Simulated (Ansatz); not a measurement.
Born–Oppenheimer molecular dynamics of CH₅NO₂Si (10 atoms, charge 0, multiplicity 1). It goes on from the last frame of an earlier run, with new velocities.

Method: Ansatz 0.2.0, UKS PBE0-D4/6-31G.

```json
{"ensemble": "NVE (velocity Verlet)", "time step": "0.5 fs", "steps asked": "100", "starting velocities drawn for": "1500 K", "masses": "H 10 u", "seed": "299063"}
```

First frame:

```xyz
10
Properties=species:S:1:pos:R:3
N -0.910 1.014 1.324
Si -0.747 -0.194 0.118
O 0.857 -1.016 0.359
C 1.319 -0.524 -1.012
O 0.145 0.200 -1.423
H -0.087 1.602 1.555
H -1.736 1.203 1.809
H -1.996 -0.991 -0.094
H 1.423 -1.397 -1.670
H 2.140 0.139 -0.820
```

How far do the bonds stretch over the last three quarters of this one trajectory? (Pairs bonded in most of those frames.)


```tsv
bond	mean (Å)	spread (Å)	shortest	longest
N1–Si2	1.738	0.041	1.70	1.82
N1–H6	1.010	0.020	0.98	1.04
N1–H7	1.011	0.025	0.97	1.05
Si2–O3	1.844	0.080	1.70	1.93
Si2–O5	1.780	0.027	1.73	1.81
Si2–H8	1.525	0.013	1.50	1.55
O3–C4	1.466	0.034	1.42	1.54
C4–O5	1.476	0.025	1.43	1.52
C4–H9	1.099	0.032	1.05	1.14
C4–H10	1.106	0.033	1.05	1.16
```

Pairs bonded in part of these frames only: Si2–C4 43 %.

Mean temperature of the second half: 579 K. The conserved energy stayed within 0.026 meV per atom of its start (net change 0.014 meV per atom), so the integration is sound. A run of 0.05 ps of so small a system gives no equilibrium averages. Limits of this set-up: no polarisation functions.

The run took 4.1 min on 1 thread of Intel(R) Xeon(R) 6975P-C (Granite Rapids), with other jobs on the host, peak memory 0.2 GiB.
